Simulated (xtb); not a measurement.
The xtb input:
```
$ xtb mol.xyz --gfn 0 --etemp 10000 --json

# file mol.xyz
11

Si     1.84434748     0.77811444    -0.03231500
Si     0.16416537    -0.81270586    -0.09228709
Si    -1.99843538    -0.01529745     0.11893695
H      3.19901703     0.23312390    -0.14758428
H      1.70184530     1.75355602    -1.11706786
H      1.81606434     1.54371778     1.21735150
H      0.41379658    -1.82450880     0.94977864
H      0.27643206    -1.59248980    -1.33779706
H     -2.32028977     0.95246609    -0.93389650
H     -2.19373438     0.68155636     1.39358787
H     -3.03421581    -1.04897755     0.05493974
```

Problem. What does this run give for the HOMO-LUMO gap, partial charges in atom order, total energy (a free energy at this electronic temperature)?

Solution. 
* **HOMO-LUMO gap**: 2.68 eV
* **partial charges in atom order**: Si1 0.37, Si2 0.27, Si3 0.37, H4 -0.12, H5 -0.13, H6 -0.13, H7 -0.13, H8 -0.13, H9 -0.13, H10 -0.13, H11 -0.12
* **total energy (a free energy at this electronic temperature)**: -9.997300 Ha
